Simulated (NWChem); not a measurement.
System: CH₆O₂Si₂; SMILES [SiH2]1OC[Si@H]1O

Output (shortened):

```
             Northwest Computational Chemistry Package (NWChem) 7.3.0
             --------------------------------------------------------

                             Geometry "geometry" -> ""
                             -------------------------

 Output coordinates in angstroms (scale by  1.889725989 to convert to a.u.)

  No.       Tag          Charge          X              Y              Z
 ---- ---------------- ---------- -------------- -------------- --------------
    1 O                    8.0000     0.17675500    -2.17698700    -0.72728700
    2 Si                  14.0000    -0.08852900    -0.90415700     0.31649300
    3 C                    6.0000    -1.49652500     0.33159800    -0.13412200
    4 O                    8.0000    -0.77395100     1.56774800    -0.03699000
    5 Si                  14.0000     0.88405500     1.19639400     0.01735700
    6 H                    1.0000     0.10607000    -3.06425800    -0.36530900
    7 H                    1.0000    -0.19288400    -1.43219800     1.71722800
    8 H                    1.0000    -1.88697700     0.17777300    -1.15718100
    9 H                    1.0000    -2.36215100     0.35011000     0.55079300
   10 H                    1.0000     1.57472900     1.94242100     1.11314600
   11 H                    1.0000     1.60251200     1.49592800    -1.26091500

 Effective nuclear repulsion energy (a.u.)     297.9219871192

                                 NWChem DFT Module
                                 -----------------

 Summary of "ao basis" -> "ao basis" (spherical)
 ------------------------------------------------------------------------------
       Tag                 Description            Shells   Functions and Types
 ---------------- ------------------------------  ------  ---------------------
 O                           6-31g*                  6       14   3s2p1d
 Si                          6-31g*                  8       18   4s3p1d
 C                           6-31g*                  6       14   3s2p1d
 H                           6-31g*                  2        2   2s

 in cosmo_initialize ...
 calling solv_data for solv:acetone

 solvent parameters
 solvname_short: acetone
 solvname_long:  acetone
 dielec:       20.4930
 dielecinf:     1.8463
 nonaqueous SMD model solvent descriptors
 dielec:       20.4930
 sola:          0.0400
 solb:          0.4900
 solc:          0.0000
 solg:         33.7700
 solh:          0.0000
 soln:          1.3588

          ---------------
          -cosmo- solvent
          ---------------
 Cosmo: York-Karplus, doi: 10.1021/jp992097l
 dielectric constant -eps-     =  20.49
 screen = (eps-1)/(eps    )    =   0.95120
 surface charge correction     = lagrangian

   van der Waals surface
 --------------------------

 ---------- ATOMIC COORDINATES (A.U.) ------------ VDWR(ANG.) --
     1    0.33401852   -4.11390891   -1.37437315     2.222
     2   -0.16729555   -1.70860898    0.59808505     2.470
     3   -2.82802219    0.62662936   -0.25345383     1.850
     4   -1.46255532    2.96261414   -0.06990096     2.222
     5    1.67062171    2.26085683    0.03279997     2.470
     6    0.20044324   -5.79060798   -0.69033391     1.200
     7   -0.36449791   -2.70646178    3.24509038     1.200
     8   -3.56586948    0.33594226   -2.18675501     1.200
     9   -4.46381813    0.66161197    1.04084785     1.200
    10    2.97580632    3.67064344    2.10354093     1.200
    11    3.02830857    2.82689402   -2.38278384     1.200
 number of segments per atom =        128
 number of   points per atom =        128
 atom (   nspa,  nppa )
 ----------------------
    1 (     83,     0 )       0
    2 (     52,     0 )       0
    3 (     24,     0 )       0
    4 (     60,     0 )       0
    5 (     73,     0 )       0
    6 (      8,     0 )       0
    7 (     33,     0 )       0
    8 (     51,     0 )       0
    9 (     49,     0 )       0
   10 (     33,     0 )       0
   11 (     34,     0 )       0
 number of -cosmo- surface points =      500
 molecular surface =    150.975 angstrom**2
 molecular volume  =    146.851 angstrom**3
 -lineq- algorithm             =   0
 -bem- low  level              =   3
 -bem- from -octahedral-
 gaussian surface charge width =   4.50000
 degree of switching           =   1.00000
 switching function tolerance  =   0.00010
 atomic radii =
 --------------
    1  8.000  2.222
    2 14.000  2.470
    3  6.000  1.850
    4  8.000  2.222
    5 14.000  2.470
    6  1.000  1.200
    7  1.000  1.200
    8  1.000  1.200
    9  1.000  1.200
   10  1.000  1.200
   11  1.000  1.200
 ...... end of -cosmo- initialization ......

 nat:                    11
 ixmem:                  6636
 calling mnsol_interface()
 G(SMD-CDS) energy (kcal/mol)  =    -1.067
 SMD-CDS SASA (angstrom**2)    =   159.793

            General Information
            -------------------
          SCF calculation type: DFT
          Wavefunction type:  closed shell.
          No. of atoms     :    11
          No. of electrons :    56
           Alpha electrons :    28
            Beta electrons :    28
          Charge           :     0
          Spin multiplicity:     1
          Use of symmetry is: off; symmetry adaption is: off
          Maximum number of iterations: 150
          AO basis - number of functions:    90
                     number of shells:    46
          Convergence on energy requested:  1.00D-06
          Convergence on density requested:  1.00D-05
          Convergence on gradient requested:  5.00D-04

              XC Information
              --------------
                       M05-2X Method XC Functional
                     Hartree-Fock (Exact) Exchange  0.560
                M05-2X metaGGA Exchange Functional  0.440
                      M05-2X Correlation Potential  1.000

             Grid Information
             ----------------
          Grid used for XC integration:  medium
          Radial quadrature: Mura-Knowles
          Angular quadrature: Lebedev.
          Tag              B.-S. Rad. Rad. Pts. Rad. Cut. Ang. Pts.
          ---              ---------- --------- --------- ---------
          O                   0.60       49          11.0       434
          Si                  1.10       88          11.0       590
          C                   0.70       49          10.0       434
          H                   0.35       45          12.0       434
          Grid pruning is: on
          Number of quadrature shells:   593
          Spatial weights used:  Erf1

      Superposition of Atomic Density Guess
      -------------------------------------

 Sum of atomic energies:        -767.79296889

      Non-variational initial energy
      ------------------------------

 Total energy =    -769.791956
 1-e energy   =   -1653.953832
 2-e energy   =     586.239889
 HOMO         =      -0.270917
 LUMO         =       0.010640

   convergence    iter        energy       DeltaE   RMS-Dens  Diis-err
 ---------------- ----- ----------------- --------- --------- ---------
     COSMO gas phase
 d= 0,ls=0.0,diis     1   -770.9915513049 -1.07D+03  1.33D-02  8.42D-01
 d= 0,ls=0.0,diis     2   -770.9873713313  4.18D-03  6.60D-03  1.08D+00
 d= 0,ls=0.0,diis     3   -771.0879565223 -1.01D-01  9.14D-04  1.42D-02
 d= 0,ls=0.0,diis     4   -771.0892878628 -1.33D-03  3.42D-04  1.18D-03
 d= 0,ls=0.0,diis     5   -771.0893941437 -1.06D-04  1.27D-04  3.17D-04
  Resetting Diis
 d= 0,ls=0.0,diis     6   -771.0894262753 -3.21D-05  3.62D-05  7.20D-06
 d= 0,ls=0.0,diis     7   -771.0894274405 -1.17D-06  1.32D-05  6.69D-07
 d= 0,ls=0.0,diis     8   -771.0894274945 -5.40D-08  5.27D-06  4.24D-07

   convergence    iter        energy       DeltaE   RMS-Dens  Diis-err
 ---------------- ----- ----------------- --------- --------- ---------
     COSMO solvation phase
 d= 0,ls=0.0,diis     1   -771.0980901474 -8.66D-03  1.07D-03  2.21D-03
 d= 0,ls=0.0,diis     2   -771.0986531371 -5.63D-04  2.93D-04  6.78D-04
 d= 0,ls=0.0,diis     3   -771.0987090362 -5.59D-05  1.28D-04  2.42D-04
 d= 0,ls=0.0,diis     4   -771.0987344951 -2.55D-05  4.83D-05  8.34D-06
 d= 0,ls=0.0,diis     5   -771.0987358501 -1.36D-06  1.38D-05  1.08D-06
 d= 0,ls=0.0,diis     6   -771.0987359982 -1.48D-07  4.58D-06  1.31D-07

         Total DFT energy =     -771.098735998202
      One electron energy =    -1658.348063638498
           Coulomb energy =      656.138116638713
    Exchange-Corr. energy =      -66.758874680947
 Nuclear repulsion energy =      297.921987119216

             COSMO energy =       -0.051901436686

 Numeric. integr. density =       55.999990364854

                                COSMO-SMD solvation results
                                ---------------------------

             internal energy in gas <Psi(g)|H|Psi(g)> =      -771.089427494455
         internal energy in solvent <Psi(s)|H|Psi(s)> =      -771.088674683809
                               delta internal energy  =         0.000752810646 (    0.47 kcal/mol)
   total free energy in solvent <Psi(s)|H+V/2|Psi(s)> =      -771.097036019003
 polarization energy contribution <Psi(s)|V/2|Psi(s)> =        -0.008361335194 (   -5.25 kcal/mol)
    total free energy in solvent including G(SMD-CDS) =      -771.098735998202
                       G(SMD-CDS) energy contribution =        -0.001699979199 (   -1.07 kcal/mol)
     1 M fixed-concentration free energy of solvation =        -0.009308503747 (   -5.84 kcal/mol)

                       DFT Final Molecular Orbital Analysis
                       ------------------------------------

 Vector   26  Occ=2.000000D+00  E=-3.512362D-01
              MO Center= -5.0D-01,  9.3D-01,  5.7D-02, r^2= 3.2D+00
   Bfn.  Coefficient  Atom+Function         Bfn.  Coefficient  Atom+Function
  ----- ------------  ---------------      ----- ------------  ---------------
    51      0.363055   4 O  pz               55      0.291622   4 O  pz
    50      0.233948   4 O  py               49     -0.197679   4 O  px
    54      0.178172   4 O  py               88     -0.178561  10 H  s
    90      0.157009  11 H  s                22      0.147243   2 Si py
    53     -0.143850   4 O  px               86     -0.143442   9 H  s

 Vector   27  Occ=2.000000D+00  E=-3.279811D-01
              MO Center= -5.8D-01,  6.0D-01,  2.3D-02, r^2= 3.4D+00
   Bfn.  Coefficient  Atom+Function         Bfn.  Coefficient  Atom+Function
  ----- ------------  ---------------      ----- ------------  ---------------
    51      0.336328   4 O  pz               55      0.276309   4 O  pz
    50     -0.241244   4 O  py               82      0.208700   7 H  s
    22     -0.196525   2 Si py               54     -0.189175   4 O  py
    90      0.189994  11 H  s                37     -0.167865   3 C  pz
    84      0.167402   8 H  s                20     -0.159379   2 Si s

 Vector   28  Occ=2.000000D+00  E=-3.073249D-01
              MO Center=  2.1D-01,  7.4D-02,  6.3D-02, r^2= 3.4D+00
   Bfn.  Coefficient  Atom+Function         Bfn.  Coefficient  Atom+Function
  ----- ------------  ---------------      ----- ------------  ---------------
    68      0.362195   5 Si py               21     -0.313014   2 Si px
    35      0.215241   3 C  px                3      0.201853   1 O  px
    70     -0.190624   5 Si s                 7      0.180615   1 O  px
    38      0.168173   3 C  s                39      0.165837   3 C  px
    72      0.161928   5 Si py               66     -0.151955   5 Si s

 Vector   29  Occ=0.000000D+00  E= 3.176866D-02
              MO Center=  5.2D-01,  5.2D-01,  1.6D-01, r^2= 5.6D+00
   Bfn.  Coefficient  Atom+Function         Bfn.  Coefficient  Atom+Function
  ----- ------------  ---------------      ----- ------------  ---------------
    26      0.803072   2 Si py               72      0.780688   5 Si py
    70     -0.655296   5 Si s                24      0.527474   2 Si s
    52     -0.473448   4 O  s                71     -0.445227   5 Si px
    90      0.260210  11 H  s                 6      0.234567   1 O  s
    25      0.232803   2 Si px               22      0.206638   2 Si py

 Vector   30  Occ=0.000000D+00  E= 5.294166D-02
              MO Center=  3.6D-01, -1.2D-01,  2.8D-02, r^2= 5.1D+00
   Bfn.  Coefficient  Atom+Function         Bfn.  Coefficient  Atom+Function
  ----- ------------  ---------------      ----- ------------  ---------------
     6      0.566578   1 O  s                27      0.533996   2 Si pz
    73      0.453797   5 Si pz               88     -0.427886  10 H  s
    26      0.325692   2 Si py               90      0.306438  11 H  s
    71      0.292594   5 Si px               82     -0.282807   7 H  s
    86     -0.265822   9 H  s                23      0.239827   2 Si pz

 Vector   31  Occ=0.000000D+00  E= 7.367717D-02
              MO Center=  5.2D-01, -1.9D-01,  2.4D-01, r^2= 5.8D+00
   Bfn.  Coefficient  Atom+Function         Bfn.  Coefficient  Atom+Function
  ----- ------------  ---------------      ----- ------------  ---------------
    25      0.931777   2 Si px               72      0.820263   5 Si py
    24      0.778818   2 Si s                71      0.710511   5 Si px
    38      0.694426   3 C  s                70     -0.664016   5 Si s
    21      0.287046   2 Si px               88     -0.286292  10 H  s
    82     -0.279346   7 H  s                52      0.230057   4 O  s

     Multipole analysis of the density
     ---------------------------------

     L   x y z        total         alpha         beta         nuclear
     -   - - -        -----         -----         ----         -------
     0   0 0 0      0.000000    -28.000000    -28.000000     56.000000

     1   1 0 0      0.028010      3.583749      3.583749     -7.139489
     1   0 1 0     -1.311010     -1.294960     -1.294960      1.278910
     1   0 0 1      0.492271      1.802595      1.802595     -3.112919

     2   2 0 0    -31.921411    -94.109237    -94.109237    156.297064
     2   1 1 0      2.132599     -6.808255     -6.808255     15.749109
     2   1 0 1      0.546195     -0.570195     -0.570195      1.686585
     2   0 2 0    -31.120193   -207.194942   -207.194942    383.269691
     2   0 1 1     -1.721596    -13.615109    -13.615109     25.508622
     2   0 0 2    -34.830736    -41.182195    -41.182195     47.533654
```

Level: M05-2X/6-31G* (spherical d), SMD on the gas-phase geometry. The geometry was optimised at PBE0/def2-SVP. Solvent: acetone.

Q: Reconstruct the input file.

A: This is not unique; one that fits is the input that was run:
```
start job
memory heap 200 mb stack 900 mb global 1100 mb
geometry units angstroms noautosym nocenter noautoz
  O      0.176755    -2.176987    -0.727287
  Si    -0.088529    -0.904157     0.316493
  C     -1.496525     0.331598    -0.134122
  O     -0.773951     1.567748    -0.036990
  Si     0.884055     1.196394     0.017357
  H      0.106070    -3.064258    -0.365309
  H     -0.192884    -1.432198     1.717228
  H     -1.886977     0.177773    -1.157181
  H     -2.362151     0.350110     0.550793
  H      1.574729     1.942421     1.113146
  H      1.602512     1.495928    -1.260915
end
basis spherical
  O library 6-31g*
  Si library 6-31g*
  C library 6-31g*
  H library 6-31g*
end
dft
  xc m05-2x
  iterations 150
end
cosmo
  do_cosmo_smd true
  solvent acetone
end
task dft energy
```
